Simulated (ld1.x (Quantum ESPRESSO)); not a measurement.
# Which change was made? (Fe, TM)

* Element: iron
* Generator: ld1.x (Quantum ESPRESSO) 7.5
* Type: norm-conserving Troullier–Martins (Kleinman–Bylander form)
* Functional: PBE
* Relativity: fully relativistic
* Frozen core: [Ne]
* Valence charge: 16
* Reference configuration: 3s2 3p6 3d6.5 4s1.5 4p0
* Partial waves: 3s (bound): rc 1.30 bohr; 3p (bound): rc 1.05 bohr; 3d (bound): rc 1.45 bohr
* Local potential: the d channel
* Core correction: none

Open shells are filled in proportion to 2j + 1 (rel_dist='average').

Occupied shells without a wave of their own: 4s. They enter only through the test configuration that unscreens the potential.

Cutoffs, loose and tight: the cutoffs (Ry, on a coarse ladder) from which the occupation-weighted sum of valence levels, in a spherical-Bessel basis at the reference potential, stays within 10 and 1 mRy of its value at 400 Ry. They do not see the model core or the augmentation charge, which bear on the density cutoff. Test errors are all-electron minus pseudo excitation energies from the reference, over the configurations 3s2 3p6 3d6 4s2 4p0; 3s2 3p6 3d6 4s1 4p0; 3s2 3p6 3d6 4s0 4p0; 3s2 3p6 3d6 4s1.5 4p0; 3s2 3p6 3d5 4s2 4p1; 3s2 3p6 3d6 4s0 4p2; 3s2 3p6 3d7 4s1 4p0; variants that change the core or the reference have their own tests.

The base gives: outcome: generated, misses its reference levels by 0.43 eV; cutoff, loose: 120 Ry; cutoff, tight: 180 Ry; bound ghosts: none; largest test error (meV): -1425.

Task: After one change the result is: outcome: generated, misses its reference levels by 1.66 eV; bound ghosts: none; largest test error (meV): -6296. Which change was it?
A. all radii scaled by about 1.18 (s 1.54, p 1.24, d 1.72 bohr)
B. all radii scaled by about 0.77 (s 1.00, p 0.80, d 1.12 bohr)
C. all radii scaled by about 0.97 (s 1.26, p 1.02, d 1.40 bohr)
D. all radii scaled by about 1.38 (s 1.80, p 1.44, d 2.00 bohr)

Result: D. The others give: all radii scaled by about 0.97 (s 1.26, p 1.02, d 1.40 bohr) → outcome: generated, misses its reference levels by 0.39 eV; cutoff, loose: 120 Ry; cutoff, tight: 200 Ry; bound ghosts: none; largest test error (meV): -1288 | all radii scaled by about 0.77 (s 1.00, p 0.80, d 1.12 bohr) → outcome: generated, misses its reference levels by 0.19 eV; bound ghosts: not determined; largest test error (meV): -591 | all radii scaled by about 1.18 (s 1.54, p 1.24, d 1.72 bohr) → outcome: generated, misses its reference levels by 0.88 eV; cutoff, loose: 90 Ry; cutoff, tight: 160 Ry; bound ghosts: none; largest test error (meV): -3128.
